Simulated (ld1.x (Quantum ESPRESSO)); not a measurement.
**Before and after: TM potential for Nb**

- Element: Nb (Z = 41)
- Generator: ld1.x (Quantum ESPRESSO) 7.5
- Type: norm-conserving Troullier–Martins (Kleinman–Bylander form)
- Functional: PBE
- Relativity: scalar-relativistic
- Frozen core: [Ar] 3d10 4s2
- Valence charge: 11
- Reference configuration: 4p6 4d3.5 5s0 5p0 (charge +1.5)
- Partial waves: 4p (bound): rc 1.55 bohr; 4d (bound): rc 2.60 bohr; 5s (bound, empty): rc 3.10 bohr
- Local potential: the s channel
- Core correction: Bessel-smoothed model core inside 1.10 bohr

Change: wave 4d (bound): rc 2.60 bohr becomes 4d (bound): rc 1.82 bohr.

Cutoffs: the cutoffs (Ry, on a coarse ladder) from which the occupation-weighted sum of valence levels, in a spherical-Bessel basis at the reference potential, stays within 10 and 1 mRy of its value at 400 Ry; they do not see the model core or the augmentation charge, which bear on the density cutoff. Errors are all-electron minus pseudo energies relative to the spin-unpolarised reference configuration.

**Question.** How do hardness, ghosts and transferability respond?

**Answer.** The potential gets neither clearly harder nor softer (45 Ry and 90 Ry → 50 Ry and 90 Ry); the p channel sets the loose cutoff, while the largest relative change is in d, which becomes harder; of the 7 tests that both files solve, the error grows in 1 and shrinks in 1 by more than 15 % and 0.3 meV (median size 15.8 → 18.6 meV); neither file shows a bound ghost.

```tsv
quantity	base	changed
cutoff, loose	45 Ry	50 Ry
cutoff, tight	90 Ry	90 Ry
loose cutoff by channel (10 mRy a level)	p 35 Ry, d 25 Ry	p 35 Ry, d 30 Ry
bound ghosts	none	none
error for 4p6 4d4 5s1 5p0, meV [ΔE -12.43 eV]	-12	-11
error for 4p6 4d4 5s0 5p0, meV [ΔE -5.79 eV]	-13	-14
error for 4p6 4d3 5s0 5p0, meV [ΔE 8.25 eV]	-16	-19
error for 4p6 4d4 5s0 5p1, meV [ΔE -9.48 eV]	-389	-390
error for 4p6 4d4 5s0.5 5p0, meV [ΔE -9.79 eV]	-12	-11
error for 4p5 4d4 5s1 5p0, meV [ΔE 27.32 eV]	-286	-237
error for 4p6 4d3 5s1 5p1, meV [ΔE -9.64 eV]	-551	-559
s: phases at 3.34 bohr within 0.05 rad from the reference energy up to (Ry; the scan ends near 5)	0.9	0.9
p: phases at 3.34 bohr within 0.05 rad from the reference energy up to (Ry; the scan ends near 5)	-1.4	-1.4
d: phases at 3.34 bohr within 0.05 rad from the reference energy up to (Ry; the scan ends near 5)	-0.1	-0.0
```
